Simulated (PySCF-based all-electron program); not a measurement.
# H4PbS, singlet: how the functional moves the forces

Calculated with an in-house all-electron program built on PySCF, in large uncontracted Gaussian sets near the basis limit; Koelling–Harmon scalar relativity, no spin–orbit coupling, spin-restricted. Forces are good to about 0.009 eV/Å. Atoms are numbered as listed.

```csv
atom,x (Å),y (Å),z (Å)
Pb,0.0000,0.0000,0.0000
S,0.0000,0.0000,2.5148
H,1.4631,0.8296,-0.5515
H,-1.4631,0.8296,-0.5515
H,0.0000,-1.7113,-0.4273
H,0.0000,1.3524,2.5769
```

**Question.** What forces does PBE give?

**Answer.** 

```
atom      Fx      Fy  Fz (eV/Å)
 Pb1   0.000  -0.008     -0.062
  S2   0.000   0.033      0.058
  H3   0.030   0.020     -0.005
  H4  -0.030   0.020     -0.005
  H5   0.000  -0.040      0.000
  H6   0.000  -0.025      0.014
```
